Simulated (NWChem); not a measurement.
System: CH7AlP2; SMILES [CH3][Al]([PH2])[PH2]

Output (shortened):

```
             Northwest Computational Chemistry Package (NWChem) 7.3.0
             --------------------------------------------------------

                             Geometry "geometry" -> ""
                             -------------------------

 Output coordinates in angstroms (scale by  1.889725989 to convert to a.u.)

  No.       Tag          Charge          X              Y              Z
 ---- ---------------- ---------- -------------- -------------- --------------
    1 Al                  13.0000     0.39872600     0.04468200    -0.01603000
    2 C                    6.0000     2.35233500    -0.09190500    -0.00802300
    3 H                    1.0000     2.74496600     0.02067100    -1.03402100
    4 H                    1.0000     2.70507100    -1.06486400     0.36953000
    5 H                    1.0000     2.81586200     0.70269700     0.59921700
    6 P                   15.0000    -0.93240600    -1.87466000     0.10721900
    7 H                    1.0000    -0.17574700    -2.58714500    -0.87448000
    8 H                    1.0000    -1.92103700    -1.41132400    -0.81359800
    9 P                   15.0000    -0.63757500     2.13101600     0.19867900
   10 H                    1.0000    -1.66802100     1.86495700    -0.75400400
   11 H                    1.0000     0.23037600     2.77426100    -0.73761200

 Effective nuclear repulsion energy (a.u.)     238.2270708281

                                 NWChem DFT Module
                                 -----------------

 Summary of "ao basis" -> "ao basis" (spherical)
 ------------------------------------------------------------------------------
       Tag                 Description            Shells   Functions and Types
 ---------------- ------------------------------  ------  ---------------------
 Al                         6-311g**                12       26   6s5p1d
 C                          6-311g**                 8       18   4s3p1d
 H                          6-311g**                 4        6   3s1p
 P                          6-311g**                12       26   6s5p1d

            General Information
            -------------------
          SCF calculation type: DFT
          Wavefunction type:  closed shell.
          No. of atoms     :    11
          No. of electrons :    56
           Alpha electrons :    28
            Beta electrons :    28
          Charge           :     0
          Spin multiplicity:     1
          Use of symmetry is: off; symmetry adaption is: off
          Maximum number of iterations: 150
          AO basis - number of functions:   138
                     number of shells:    72
          Convergence on energy requested:  1.00D-06
          Convergence on density requested:  1.00D-05
          Convergence on gradient requested:  5.00D-04

              XC Information
              --------------
                         PBE0 Method XC Functional
                     Hartree-Fock (Exact) Exchange  0.250
          PerdewBurkeErnzerhof Exchange Functional  0.750
            Perdew 1991 LDA Correlation Functional  1.000 local
           PerdewBurkeErnz. Correlation Functional  1.000 non-local

             Grid Information
             ----------------
          Grid used for XC integration:  medium
          Radial quadrature: Mura-Knowles
          Angular quadrature: Lebedev.
          Tag              B.-S. Rad. Rad. Pts. Rad. Cut. Ang. Pts.
          ---              ---------- --------- --------- ---------
          Al                  1.25       88          10.0       590
          C                   0.70       49          12.0       434
          H                   0.35       45          13.0       434
          P                   1.00       88          12.0       590
          Grid pruning is: on
          Number of quadrature shells:   628
          Spatial weights used:  Erf1

      Superposition of Atomic Density Guess
      -------------------------------------

 Sum of atomic energies:        -964.33961954

      Non-variational initial energy
      ------------------------------

[...]

                                NWChem TDDFT Module
                                -------------------

            General Information
            -------------------
           No. of orbitals :     276
            Alpha orbitals :     138
             Beta orbitals :     138
        Alpha frozen cores :       0
         Beta frozen cores :       0
     Alpha frozen virtuals :       0
      Beta frozen virtuals :       0
         Spin multiplicity :       1
    Number of AO functions :     138
        Use of symmetry is : off
      Symmetry adaption is : off
         Schwarz screening :  0.10D-07

              XC Information
              --------------
                  PBE0 Method XC Functional
              Hartree-Fock (Exact) Exchange   0.25
   PerdewBurkeErnzerhof Exchange Functional   0.75
     Perdew 1991 LDA Correlation Functional   1.00 local
    PerdewBurkeErnz. Correlation Functional   1.00 non-local

             TDDFT Information
             -----------------
          Calculation type : Tamm-Dancoff TDDFT
         Wavefunction type : Restricted singlets
          No. of electrons :      56
           Alpha electrons :      28
            Beta electrons :      28
              No. of roots :       6
          Max subspacesize :    5200
            Max iterations :     100
               Target root :       1
           Target symmetry : none
             Energy Cutoff :-0.53D+02
      Symmetry restriction : off
                 Algorithm : Optimal
        Davidson threshold :  0.10D-03

    6 smallest eigenvalue differences (eV)
--------------------------------------------------------
  No. Spin  Occ  Vir  Irrep   E(Occ)    E(Vir)   E(Diff)
--------------------------------------------------------
    1    1    3   29 a       -56.153    -0.048  1526.686
    2    1    3   30 a       -56.153    -0.001  1527.967
    3    1    3   31 a       -56.153     0.002  1528.062
    4    1    3   32 a       -56.153     0.026  1528.713
    5    1    3   33 a       -56.153     0.031  1528.836
    6    1    3   34 a       -56.153     0.042  1529.144
--------------------------------------------------------

  Entering Davidson iterations
  Restricted singlet excited states

  Iter   NTrls   NConv    DeltaV     DeltaE      Time
  ----  ------  ------  ---------  ---------  ---------
    1      6       0     0.77E-01   0.10+100       29.2
    2     12       0     0.97E-02   0.58E-02       30.8
    3     18       0     0.33E-02   0.73E-03       26.3
    4     24       2     0.47E-02   0.19E-04       28.2
    5     28       5     0.17E-02   0.36E-04       24.3
    6     29       6     0.87E-04   0.10E-05       22.0
  ----  ------  ------  ---------  ---------  ---------
  Convergence criterion met

  Ground state a        -967.078424453004 a.u.

  ----------------------------------------------------------------------------
  Root   1 singlet a             56.013313133 a.u.             1524.2005 eV
  ----------------------------------------------------------------------------
     Transition Moments    X -0.00069   Y  0.00033   Z -0.01272
     Dipole Oscillator Strength                    0.0060638241
     Electric Quadrupole                           0.0000869672
     Magnetic Dipole                               0.0001445928
     Total Oscillator Strength                     0.0062953841

     Occ.    3  a   ---  Virt.   29  a       -0.98571
     Occ.    3  a   ---  Virt.   30  a       -0.05532
     Occ.    3  a   ---  Virt.   37  a        0.12568
     Occ.    3  a   ---  Virt.   66  a        0.05164
  ----------------------------------------------------------------------------
  Root   2 singlet a             56.084654997 a.u.             1526.1418 eV
  ----------------------------------------------------------------------------
     Transition Moments    X  0.00261   Y -0.00006   Z -0.00208
     Dipole Oscillator Strength                    0.0004168180
     Electric Quadrupole                           0.0000095672
     Magnetic Dipole                               0.0000037088
     Total Oscillator Strength                     0.0004300940

     Occ.    3  a   ---  Virt.   29  a        0.06917
     Occ.    3  a   ---  Virt.   30  a       -0.90230
     Occ.    3  a   ---  Virt.   31  a        0.25887
     Occ.    3  a   ---  Virt.   33  a       -0.30854
     Occ.    3  a   ---  Virt.   43  a       -0.09721
     Occ.    3  a   ---  Virt.   48  a       -0.05042
  ----------------------------------------------------------------------------
  Root   3 singlet a             56.096300271 a.u.             1526.4586 eV
  ----------------------------------------------------------------------------
     Transition Moments    X -0.00394   Y  0.00031   Z -0.00000
     Dipole Oscillator Strength                    0.0005847403
     Electric Quadrupole                           0.0000085898
     Magnetic Dipole                               0.0000005150
     Total Oscillator Strength                     0.0005938451

     Occ.    3  a   ---  Virt.   30  a        0.26681
     Occ.    3  a   ---  Virt.   31  a        0.94770
     Occ.    3  a   ---  Virt.   34  a       -0.06172
     Occ.    3  a   ---  Virt.   38  a       -0.10113
     Occ.    3  a   ---  Virt.   39  a        0.06734
     Occ.    3  a   ---  Virt.   40  a        0.08082
  ----------------------------------------------------------------------------
  Root   4 singlet a             56.124147448 a.u.             1527.2164 eV
  ----------------------------------------------------------------------------
     Transition Moments    X -0.00051   Y -0.00611   Z -0.00011
     Dipole Oscillator Strength                    0.0014088361
     Electric Quadrupole                           0.0000204152
     Magnetic Dipole                               0.0000325692
     Total Oscillator Strength                     0.0014618206

[...]
```

Level: PBE0/6-311G** (spherical d), restricted-window TDA. Structure relaxed at the PBE0/def2-SVP level. The quadrupole and magnetic terms of the printed total strengths depend on the origin.

Question: Reconstruct the input file.

Answer: Several could match; the one computed here: the input that was run:
```
start job
memory heap 200 mb stack 900 mb global 1100 mb
geometry units angstroms noautosym nocenter noautoz
  Al     0.398726     0.044682    -0.016030
  C      2.352335    -0.091905    -0.008023
  H      2.744966     0.020671    -1.034021
  H      2.705071    -1.064864     0.369530
  H      2.815862     0.702697     0.599217
  P     -0.932406    -1.874660     0.107219
  H     -0.175747    -2.587145    -0.874480
  H     -1.921037    -1.411324    -0.813598
  P     -0.637575     2.131016     0.198679
  H     -1.668021     1.864957    -0.754004
  H      0.230376     2.774261    -0.737612
end
basis spherical
  Al library 6-311g**
  C library 6-311g**
  H library 6-311g**
  P library 6-311g**
end
dft
  xc pbe0
  iterations 150
end
tddft
  cis
  ecut -53.0
  nroots 6
  notriplet
end
task tddft energy
```
